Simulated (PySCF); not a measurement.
A structure optimised at PBE-D3(BJ)/def2-SVP, used in a PySCF frequency run:

```
Si
C 1 1.8705
H 2 1.1075 1 109.93
H 2 1.1083 3 109.33 1 120.16
H 2 1.1083 3 109.33 4 119.69
Cl 1 2.0780 2 109.41 3 180.00
I 1 2.4647 2 109.97 3 60.54
I 1 2.4647 2 109.97 3 -60.54
```
Charge 0, spin multiplicity 1.

Problem. Write its SMILES, formula and point group.

Solution. C[Si](Cl)(I)I, CH₃ClI₂Si, Cs

Problem. What are its rotational constants (standard atomic weights)?

Solution. 1.1361, 0.44273, 0.36847 GHz
